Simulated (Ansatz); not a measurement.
Ansatz (a quantum-chemistry and plane-wave program) input for CH4ClGeNSi, SMILES Cl[Si@H]1N=[CH][GeH2]1, PBE-D3(BJ)/def2-SVP. 

Ansatz 0.2 input:
```yaml
crystal:
  periodic: [false, false, false]
  atoms:
    - {symbol: Cl, position_ang: [2.05756992, -1.46754395, -0.31057835]}
    - {symbol: Si, position_ang: [0.94121187, 0.08571731, 0.49548492]}
    - {symbol: N, position_ang: [0.74559465, 1.45225433, -0.65565383]}
    - {symbol: C, position_ang: [-0.52326566, 1.53909278, -0.82587364]}
    - {symbol: Ge, position_ang: [-1.44781538, 0.06357570, 0.21664248]}
    - {symbol: H, position_ang: [1.61097379, 0.50439264, 1.75518684]}
    - {symbol: H, position_ang: [-0.95688726, 2.33761840, -1.45871389]}
    - {symbol: H, position_ang: [-2.44989646, 0.49992191, 1.31196663]}
    - {symbol: H, position_ang: [-2.10932153, -1.02848773, -0.65313693]}
basis:
  gaussian:
    orbitals: def2-SVP
hamiltonian:
  xc: pbe
  dispersion: d3bj
relax: {f_tol: 0.002, max_steps: 200}
```

Program output:

```
WARN ansatz: RAYON_NUM_THREADS=1 ignored (pool sized by the plan → 1); use --threads N
Functional definition: PBE
integrals: 0.07 GiB planned
1304 factors; their error is unknown
mean field: 0.35 GiB planned
mean field evaluation 1: about -79467.7243 eV, gradient 5.5e1 eV
mean field evaluation 2: about -79386.0871 eV, gradient 1.5e2 eV
mean field evaluation 4: about -79473.5778 eV, gradient 2.2e1 eV
mean field evaluation 8: about -79474.6675 eV, gradient 1.1e-1 eV
mean field evaluation 16: about -79474.5678 eV, gradient 1.7e-3 eV
mean field -79474.56783463 eV, -2920.6364981257 hartree, gradient 3.0e-5 eV, S^2 0.000000; 0 other end points of the search recorded, 0 dependent functions left out
the calculation of the forces begins
reference -79474.56787047 eV, -2920.6364994429 hartree; 40, 40 occupied and 76, 76 virtual orbitals, 1304 factors
relax step   1: F+E_penalty+E_count = -79474.82535399 eV  Δ(F+E_penalty+E_count) = +0.000e0 eV  max|allowed force component| = 6.468e-1 eV/Å  Δτ_max = 0.0000 Å  (29 SCF iters, accepted)
these checks for a lower state are left out or cut short: starts, cluster_reference, orbital_swaps, neighbouring_geometries, increment
integrals: 0.07 GiB planned
1304 factors; their error is unknown
mean field: 0.35 GiB planned
mean field -79474.57913602 eV, -2920.6369134441 hartree, gradient 2.1e-5 eV, S^2 0.000000; 0 other end points of the search recorded, 0 dependent functions left out
the calculation of the forces begins
reference -79474.57917190 eV, -2920.6369147627 hartree; 40, 40 occupied and 76, 76 virtual orbitals, 1304 factors
relax step   2: F+E_penalty+E_count = -79474.83582986 eV  Δ(F+E_penalty+E_count) = -1.048e-2 eV  max|allowed force component| = 1.543e-1 eV/Å  Δτ_max = 0.0198 Å  (30 SCF iters, accepted)
these checks for a lower state are left out or cut short: starts, cluster_reference, orbital_swaps, neighbouring_geometries, increment
integrals: 0.07 GiB planned
1304 factors; their error is unknown
mean field: 0.35 GiB planned
mean field evaluation 32: about -79474.5806 eV, gradient 1.4e-3 eV
mean field -79474.58055924 eV, -2920.6369657467 hartree, gradient 2.2e-5 eV, S^2 0.000000; 0 other end points of the search recorded, 0 dependent functions left out
the calculation of the forces begins
reference -79474.58059515 eV, -2920.6369670663 hartree; 40, 40 occupied and 76, 76 virtual orbitals, 1304 factors
relax step   3: F+E_penalty+E_count = -79474.83699793 eV  Δ(F+E_penalty+E_count) = -1.168e-3 eV  max|allowed force component| = 7.276e-2 eV/Å  Δτ_max = 0.0112 Å  (31 SCF iters, accepted)
these checks for a lower state are left out or cut short: starts, cluster_reference, orbital_swaps, neighbouring_geometries, increment
integrals: 0.07 GiB planned
1304 factors; their error is unknown
mean field: 0.35 GiB planned
mean field -79474.58082267 eV, -2920.6369754274 hartree, gradient 2.2e-5 eV, S^2 0.000000; 0 other end points of the search recorded, 0 dependent functions left out
the calculation of the forces begins
reference -79474.58085857 eV, -2920.6369767467 hartree; 40, 40 occupied and 76, 76 virtual orbitals, 1304 factors
relax step   4: F+E_penalty+E_count = -79474.83729701 eV  Δ(F+E_penalty+E_count) = -2.991e-4 eV  max|allowed force component| = 4.325e-2 eV/Å  Δτ_max = 0.0173 Å  (30 SCF iters, accepted)
these checks for a lower state are left out or cut short: starts, cluster_reference, orbital_swaps, neighbouring_geometries, increment
integrals: 0.07 GiB planned
1304 factors; their error is unknown
mean field: 0.35 GiB planned
mean field -79474.58113395 eV, -2920.6369868668 hartree, gradient 2.2e-5 eV, S^2 0.000000; 0 other end points of the search recorded, 0 dependent functions left out
the calculation of the forces begins
reference -79474.58116985 eV, -2920.6369881859 hartree; 40, 40 occupied and 76, 76 virtual orbitals, 1304 factors
relax step   5: F+E_penalty+E_count = -79474.83759517 eV  Δ(F+E_penalty+E_count) = -2.982e-4 eV  max|allowed force component| = 1.642e-2 eV/Å  Δτ_max = 0.0033 Å  (31 SCF iters, accepted)
these checks for a lower state are left out or cut short: starts, cluster_reference, orbital_swaps, neighbouring_geometries, increment
integrals: 0.07 GiB planned
1304 factors; their error is unknown
mean field: 0.35 GiB planned
mean field -79474.58130614 eV, -2920.6369931946 hartree, gradient 2.2e-5 eV, S^2 0.000000; 0 other end points of the search recorded, 0 dependent functions left out
the calculation of the forces begins
reference -79474.58134203 eV, -2920.6369945137 hartree; 40, 40 occupied and 76, 76 virtual orbitals, 1304 factors
relax step   6: F+E_penalty+E_count = -79474.83773377 eV  Δ(F+E_penalty+E_count) = -1.386e-4 eV  max|allowed force component| = 1.826e-2 eV/Å  Δτ_max = 0.0109 Å  (31 SCF iters, accepted)
these checks for a lower state are left out or cut short: starts, cluster_reference, orbital_swaps, neighbouring_geometries, increment
integrals: 0.07 GiB planned
1304 factors; their error is unknown
mean field: 0.35 GiB planned
mean field -79474.58139780 eV, -2920.6369965632 hartree, gradient 2.2e-5 eV, S^2 0.000000; 0 other end points of the search recorded, 0 dependent functions left out
the calculation of the forces begins
reference -79474.58143370 eV, -2920.6369978822 hartree; 40, 40 occupied and 76, 76 virtual orbitals, 1304 factors
relax step   7: F+E_penalty+E_count = -79474.83782848 eV  Δ(F+E_penalty+E_count) = -9.471e-5 eV  max|allowed force component| = 1.267e-2 eV/Å  Δτ_max = 0.0062 Å  (31 SCF iters, accepted)
these checks for a lower state are left out or cut short: starts, cluster_reference, orbital_swaps, neighbouring_geometries, increment
integrals: 0.07 GiB planned
1304 factors; their error is unknown
mean field: 0.35 GiB planned
mean field evaluation 64: about -79474.6820 eV, gradient 4.4e-4 eV
mean field -79474.58148657 eV, -2920.6369998253 hartree, gradient 2.2e-5 eV, S^2 0.000000; 0 other end points of the search recorded, 0 dependent functions left out
the calculation of the forces begins
reference -79474.58152247 eV, -2920.6370011445 hartree; 40, 40 occupied and 76, 76 virtual orbitals, 1304 factors
relax step   8: F+E_penalty+E_count = -79474.83786850 eV  Δ(F+E_penalty+E_count) = -4.003e-5 eV  max|allowed force component| = 1.100e-2 eV/Å  Δτ_max = 0.0043 Å  (31 SCF iters, accepted)
these checks for a lower state are left out or cut short: starts, cluster_reference, orbital_swaps, neighbouring_geometries, increment
integrals: 0.07 GiB planned
1304 factors; their error is unknown
mean field: 0.35 GiB planned
mean field -79474.58156746 eV, -2920.6370027980 hartree, gradient 2.2e-5 eV, S^2 0.000000; 0 other end points of the search recorded, 0 dependent functions left out
the calculation of the forces begins
reference -79474.58160336 eV, -2920.6370041172 hartree; 40, 40 occupied and 76, 76 virtual orbitals, 1304 factors
relax step   9: F+E_penalty+E_count = -79474.83788501 eV  Δ(F+E_penalty+E_count) = -1.651e-5 eV  max|allowed force component| = 6.837e-3 eV/Å  Δτ_max = 0.0042 Å  (31 SCF iters, accepted)
these checks for a lower state are left out or cut short: starts, cluster_reference, orbital_swaps, neighbouring_geometries, increment
integrals: 0.07 GiB planned
1304 factors; their error is unknown
mean field: 0.35 GiB planned
mean field -79474.58158560 eV, -2920.6370034647 hartree, gradient 8.8e-5 eV, S^2 0.000000; 0 other end points of the search recorded, 0 dependent functions left out
the calculation of the forces begins
reference -79474.58162150 eV, -2920.6370047839 hartree; 40, 40 occupied and 76, 76 virtual orbitals, 1304 factors
relax step  10: F+E_penalty+E_count = -79474.83788752 eV  Δ(F+E_penalty+E_count) = -2.507e-6 eV  max|allowed force component| = 4.434e-3 eV/Å  Δτ_max = 0.0012 Å  (21 SCF iters, accepted)
these checks for a lower state are left out or cut short: starts, cluster_reference, orbital_swaps, neighbouring_geometries, increment
integrals: 0.07 GiB planned
1304 factors; their error is unknown
mean field: 0.35 GiB planned
mean field -79474.58159487 eV, -2920.6370038052 hartree, gradient 3.4e-5 eV, S^2 0.000000; 0 other end points of the search recorded, 0 dependent functions left out
the calculation of the forces begins
reference -79474.58163077 eV, -2920.6370051244 hartree; 40, 40 occupied and 76, 76 virtual orbitals, 1304 factors
relax step  11: F+E_penalty+E_count = -79474.83788855 eV  Δ(F+E_penalty+E_count) = -1.030e-6 eV  max|allowed force component| = 2.092e-3 eV/Å  Δτ_max = 0.0005 Å  (20 SCF iters, accepted)
these checks for a lower state are left out or cut short: starts, cluster_reference, orbital_swaps, neighbouring_geometries, increment
integrals: 0.07 GiB planned
1304 factors; their error is unknown
mean field: 0.35 GiB planned
mean field -79474.58158849 eV, -2920.6370035707 hartree, gradient 2.7e-5 eV, S^2 0.000000; 0 other end points of the search recorded, 0 dependent functions left out
the calculation of the forces begins
reference -79474.58162439 eV, -2920.6370048899 hartree; 40, 40 occupied and 76, 76 virtual orbitals, 1304 factors
relax step  12: F+E_penalty+E_count = -79474.83788890 eV  Δ(F+E_penalty+E_count) = -3.504e-7 eV  max|allowed force component| = 9.418e-4 eV/Å  Δτ_max = 0.0004 Å  (18 SCF iters, accepted)
integrals: 0.07 GiB planned
1304 factors; their error is unknown
mean field: 0.35 GiB planned
mean field evaluation 96: about -79474.6778 eV, gradient 1.5e0 eV
mean field -79474.58158849 eV, -2920.6370035707 hartree, gradient 2.7e-5 eV, S^2 0.000000; 1 other end points of the search recorded, 0 dependent functions left out
the calculation of the forces begins
reference -79474.58162439 eV, -2920.6370048899 hartree; 40, 40 occupied and 76, 76 virtual orbitals, 1304 factors
Total energy: -79474.83792480 eV, -2920.6464237564 hartree
Atom 0 at     2.070330    -1.498230    -0.278504 Å, force     0.000050    -0.000111    -0.000048 eV/Å
Atom 1 at     0.940576     0.074204     0.481692 Å, force    -0.000182    -0.000367     0.000385 eV/Å
Atom 2 at     0.760767     1.438861    -0.697178 Å, force    -0.000279     0.000396    -0.000174 eV/Å
Atom 3 at    -0.520852     1.546388    -0.820547 Å, force     0.000942     0.000119    -0.000281 eV/Å
Atom 4 at    -1.453766     0.072240     0.223191 Å, force    -0.000046    -0.000043     0.000190 eV/Å
Atom 5 at     1.613376     0.533846     1.743980 Å, force    -0.000052    -0.000022    -0.000124 eV/Å
Atom 6 at    -0.966369     2.365402    -1.434563 Å, force    -0.000472    -0.000037    -0.000023 eV/Å
Atom 7 at    -2.473406     0.474189     1.330723 Å, force    -0.000120    -0.000030     0.000101 eV/Å
Atom 8 at    -2.102491    -1.020357    -0.673469 Å, force     0.000160     0.000095    -0.000025 eV/Å
Dipole moment:    -0.417280     0.029127     0.181705 e Å
```

The calculation finished and met its thresholds.
